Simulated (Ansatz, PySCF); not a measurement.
Caution: the highest occupied level lies above zero, so the state may not be bound. This triplet is an excited state, 1.06 eV above the relaxed singlet at the level frozen-core CCSD(T)/aug-cc-pVTZ // B3LYP-D3(BJ)/def2-TZVPD (Ansatz, a first-principles code).

B3LYP has the VWN-RPA correlation part, as in Gaussian. 

```xyz
4

S     -0.9916    -0.1635     0.6338
B      0.6180     0.5815     0.2821
Cl     2.0990    -0.3238    -0.3714
H     -1.7254    -0.0942    -0.5444
```

Charge -1, multiplicity 3.

Give the Mulliken and meta-Löwdin atomic charges from B3LYP-D3(BJ)/def2-TZVPD in PySCF.


| atom | Mulliken (e) | meta-Löwdin (e) |
|---|---|---|
| S1 | -0.38 | -0.21 |
| B2 | -0.25 | -0.49 |
| Cl3 | -0.38 | -0.28 |
| H4 | 0.01 | -0.01 |
